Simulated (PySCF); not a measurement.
**Basis-set dependence of excited states**

GeH7NSi.
Numbering: `[NH2:1][SiH2:2][GeH3:3]` (hydrogens: H4, H5 on N1; H6, H7 on Si2; H8, H9, H10 on Ge3)

Geometry (PBE0-D3(BJ)/def2-SVP, Å), atoms numbered from 1 in this order:
```
atom  x, y, z in Å
N1     1.544    0.773    0.628
Si2    0.559   -0.621    0.308
Ge3   -1.714    0.060    0.485
H4     2.548    0.661    0.722
H5     1.330    1.642    0.151
H6     0.744   -1.273   -1.036
H7     0.881   -1.660    1.333
H8    -2.672   -1.092    0.123
H9    -1.995    1.229   -0.484
H10   -2.048    0.541    1.910
```

TDDFT with PBE0 (PySCF), vertical singlets, core orbitals frozen in the response, spherical d and f functions. Geometry: PBE0-D3(BJ)/def2-SVP, one conformer, isolated molecule. Relativistic effects, spin–orbit coupling among them, are left out although an element past zinc is present.

```tsv
basis	functions	diffuse	S1 (eV)	S2 (eV)	S3 (eV)	S4 (eV)	S5 (eV)	LUMO (eV)	α (au)
6-31G*	78	no	6.01	7.01	7.28	7.48	8.21	0.38	58.1
def2-SVP	99	no	6.09	7.02	7.36	7.45	7.96	0.36	62.8
def2-SVPD	138	yes	5.91	6.67	6.91	7.04	7.12	-0.08	72.5
aug-cc-pVDZ	149	yes	5.61	6.37	6.66	6.73	6.82	-0.44	74.0
def2-TZVP	158	no	5.90	6.89	7.00	7.17	7.56	-0.03	69.0
def2-TZVPD	197	yes	5.74	6.61	6.76	6.87	6.94	-0.28	73.4
```

How much do these states and the polarisability depend on the basis?

States are compared by their number. Against the largest diffuse basis here (def2-TZVPD, itself not a converged limit), sets without diffuse functions differ by up to 0.35 eV in S1 and 1.28 eV in S5; the smaller diffuse sets differ by up to 0.17 and 0.18 eV. State by state, the largest deviation of a set without diffuse functions is S1 0.35, S2 0.41, S3 0.59, S4 0.61, S5 1.28 eV. The same number needn't mean the same state in each row. Against def2-TZVPD the polarisability deviates by -21% in 6-31G*, -14% in def2-SVP, -1% in def2-SVPD, +1% in aug-cc-pVDZ, -6% in def2-TZVP.

Without π bonds the low states are Rydberg-like; a valence basis with one diffuse set may place them up to an eV too high.
